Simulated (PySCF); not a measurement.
Core binding energy against partial charge

Compound: C₅H₆F₂.
Z-matrix (Å and degrees, GFN2-xTB geometry), rows numbered from 1:
```
F 
C   1  1.3810
C   2  1.4854  1  110.38
C   3  1.3338  2  135.84  1  -108.59
C   4  1.5050  3   94.79  2  -179.71
C   3  1.5130  2  130.75  1    68.66
F   6  1.3720  3  115.68  2    64.11
H   2  1.0960  1  106.32  3   120.71
H   2  1.0947  1  106.74  3  -120.96
H   4  1.0742  3  133.95  2     0.39
H   5  1.0878  4  114.91  3   110.80
H   5  1.0880  4  116.32  3  -118.86
H   6  1.0929  3  116.38  2   -62.75
```

Binding energies: delta-SCF UKS SCAN, pcX-2 on the ionised atom, pcseg-1 elsewhere, spin-free X2C (PySCF). Charges: PBE0/pcSseg-1 ground-state density, for the ionised atom.

```
atom                      environment  C 1s (eV)  Mulliken (e)  IAO (e)  Hirshfeld (e)  ESP (e)
  C3  fully substituted alkene carbon     290.78        -0.262   -0.041         -0.018   -0.099
  C4                 alkene CH carbon     290.90        -0.141   -0.124         -0.024   -0.050
  C5                   allylic carbon     291.09        -0.135   -0.284         -0.080   -0.368
  C6                   sp3 C–F carbon     293.06        +0.220   +0.178         +0.062   +0.352
  C2                   sp3 C–F carbon     293.23        +0.315   +0.023         +0.022   -0.042
```

Q: How well does each charge scheme correlate with the binding energies over these sites?

A: Mulliken: r = 0.99, slope 4.8 eV per e; Hirshfeld: r = 0.80, slope 18.3 eV per e; IAO: r = 0.73, slope 5.2 eV per e; ESP: r = 0.63, slope 3.0 eV per e. Mulliken charges have the highest r, on only 5 points.

Q: The point-charge model writes a binding energy as kq + V + constant, with V the potential of the other atoms' charges at the site. What does it give with the Mulliken charges?

A: V = Σ 14.40 eV Å × q/r over all other atoms: +2.68 eV at C3, +0.45 eV at C4, +2.68 eV at C5, -3.50 eV at C6, -3.09 eV at C2. Fitting binding energy − V to q gives k = 16.1 eV per e and leaves an rms residual of 0.92 eV, against 0.18 eV for the fit on q alone. The model has no term for differences in relaxation between sites.

The structure is a single GFN2-xTB conformer in the gas phase; no vibrational or solvent corrections.
